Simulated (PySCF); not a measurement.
CH4F2SSi, SMILES C[Si](F)(F)S. Atoms are numbered in the order given.

```xyz
9

C     -1.6885    -1.0506    -0.1223
Si    -0.3002     0.1672    -0.0083
F     -0.5257     1.0790     1.3118
F     -0.3201     1.1754    -1.2727
S      1.6558    -0.6838    -0.0081
H     -1.6813    -1.7326     0.7426
H     -2.6573    -0.5261    -0.1368
H     -1.5984    -1.6537    -1.0384
H      1.3908    -1.4733     1.0599
```

Geometry: B3LYP-D3(BJ)/def2-SVP. One conformer was computed; it need not be the lowest.

Method: TDDFT-PBE/def2-SVPD in PySCF.

Vertical excitations. 

| state | energy (eV) | λ (nm) | f | main pairs |
|---|---|---|---|---|
| S1 | 5.91 | 210 | 0.023 | HOMO→LUMO 99 % |
| S2 | 6.38 | 194 | 0.030 | HOMO→LUMO+1 99 % |
| S3 | 6.96 | 178 | 0.001 | HOMO→LUMO+2 98 % |
| S4 | 7.14 | 174 | 0.014 | HOMO→LUMO+3 95 % |
| S5 | 7.23 | 171 | 0.026 | HOMO−1→LUMO 96 % |
| S6 | 7.51 | 165 | 0.004 | HOMO→LUMO+4 77 %, HOMO−1→LUMO+1 20 % |
| S7 | 7.83 | 158 | 0.007 | HOMO→LUMO+5 92 % |
| S8 | 8.01 | 155 | 0.029 | HOMO→LUMO+6 97 % |
| S9 | 8.13 | 153 | 0.298 | HOMO−1→LUMO+1 57 %, HOMO→LUMO+4 13 %, HOMO−1→LUMO+3 9 % |
| S10 | 8.36 | 148 | 0.001 | HOMO−1→LUMO+2 89 % |
| T1 | 5.53 | 224 | 0 | HOMO→LUMO 98 % |
| T2 | 6.05 | 205 | 0 | HOMO→LUMO+1 97 % |
| T3 | 6.74 | 184 | 0 | HOMO→LUMO+2 89 % |
| T4 | 6.89 | 180 | 0 | HOMO−1→LUMO 68 % |
Triplets are in the Tamm–Dancoff approximation, which puts them higher than full response would, so one can lie above its singlet here.
